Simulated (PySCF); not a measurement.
Scan of H2N (anion, charge -1), singlet: symmetric bend, bond length relaxed. Scanned: H-N-H angle. Other coordinates (N-H bond length) were minimised at B3LYP/def2-TZVP.

Methods: wB97X-V/aug-cc-pVDZ (PySCF); CCSD(T) on RHF/aug-cc-pVDZ, 1 core orbital frozen (PySCF).

Energies relative to the lowest point of each profile, in eV:

| a / ° | wB97X-V |
|---|---|
| 180 | 1.410 |
| 170 | 1.350 |
| 160 | 1.184 |
| 150 | 0.941 |
| 140 | 0.663 |
| 130 | 0.395 |
| 110 | 0.035 |
| 100 | 0.000 |
| 90 | 0.090 |
| 80 | 0.322 |
| 70 | 0.708 |
| 60 | 1.260 |

**Question.** Estimate the CCSD(T) values at these points.

**Answer.** 180: 1.492; 170: 1.429; 160: 1.251; 150: 0.993; 140: 0.700; 130: 0.419; 110: 0.042; 100: 0.000; 90: 0.082; 80: 0.302; 70: 0.675; 60: 1.212 (eV).
